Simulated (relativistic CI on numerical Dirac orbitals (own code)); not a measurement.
**W31+: sensitivity of the levels to the model**

Base calculation: Dirac-Coulomb-Breit CI, separate exchange-only KLI orbitals for each configuration, a model potential for QED, unscaled Slater integrals.

Configurations in the expansion (outside the closed core [Ar] 3d10): 4s2.4p6.4d7, 4s2.4p5.4d8, 4s2.4p6.4d6.4f, 4s.4p6.4d8, 4s2.4p5.4d7.4f, 4s.4p6.4d7.4f, 4s2.4p6.4d6.5s, 4s2.4p6.4d5.4f.5s, 4s2.4p6.4d6.5p, 4s2.4p5.4d7.5s, 4s2.4p6.4d6.5f, 4s2.4p6.4d5.5s.5p, 4p6.4d8.4f, 4s2.4p6.4d6.6s, 4s.4p6.4d7.5s, 4p6.4d9, 4p5.4d10, 4p5.4d9.4f, 4s2.4p6.4d5.5s2, 4s2.4p6.4d4.4f.5s2, 4s2.4p5.4d5.4f.5s2, 4s.4p6.4d5.4f.5s2, 4p6.4d8.5s, 4p5.4d9.5s, 4p5.4d8.4f.5s, 4p6.4d7.5s2, 4p5.4d8.5s2, 4p6.4d6.4f.5s2, 4p5.4d7.4f.5s2. Double excitations out of closed p, d and f shells are left out; levels of such configurations are missing from the list, as are those of other unlisted configurations, and high levels can miss mixing partners.

Variants: (1) P86 correlation estimate; (2) Breit term removed; (3) configuration mixing switched off. Shifts of the energy above 4s2.4p6.4d7 4F_9/2, in cm⁻¹, for the lowest level and the first level of each name with at least 55 % of one term (blank where a level changes its place among those of its configuration and J or its character, or is not in the variant):

```csv
Level,Base,Δ(1),Δ(2),Δ(3)
4s2.4p6.4d7 4F_9/2,0,0,0,0
4s2.4p6.4d7 4F_7/2,125212,-1,+2572,-897
4s2.4p6.4d7 4P_5/2,162366,-1,+2386,-1854
4s2.4p6.4d7 2H_11/2,176461,0,+3486,+1527
4s2.4p6.4d7 2F_5/2,215078,-1,+2254,-1027
4s2.4p6.4d7 2D_3/2,270305,-3,+2597,-4650
4s2.4p5.4d8 4G°_11/2,1452909,+1360,+6757,-5046
```

At this charge energies of transitions that change n are usually good to better than 1 %, and those within a shell (Δn = 0) to a few per cent. Terms inside the open d or f shell come out 10 to 20 % too wide with unscaled integrals.

Ionisation energy from the two ground configurations alone: base 1279.5 eV; P86 correlation estimate 1281.58 eV; Breit term removed 1279.96 eV. The NIST ASD value (semi-empirical) is 1283.4 eV.

LS names give the leading component of a level, which can be under half, so a name can repeat, a term be missing and a line seem to break the LS rules.
